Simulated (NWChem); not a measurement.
# InBrClF; SMILES [F][In]([Cl])[Br]

All runs: NWChem. STO-3G and 3-21G are far too small for this property and stand as cheap habits. Structure relaxed at the PBE0/def2-SVP level. def2 effective core potentials on In; no spin-orbit coupling. Field at 589 nm.

For level B3LYP/def2-SVP (core potentials):

isotropic polarisability (bohr³): 55.9
anisotropy (bohr³): 40.6

**Question.** What are these values for level B3LYP/STO-3G (all-electron, non-relativistic)?

**Answer.** The isotropic polarisability (bohr³) comes out as 29.5. The anisotropy (bohr³) is 30.2.
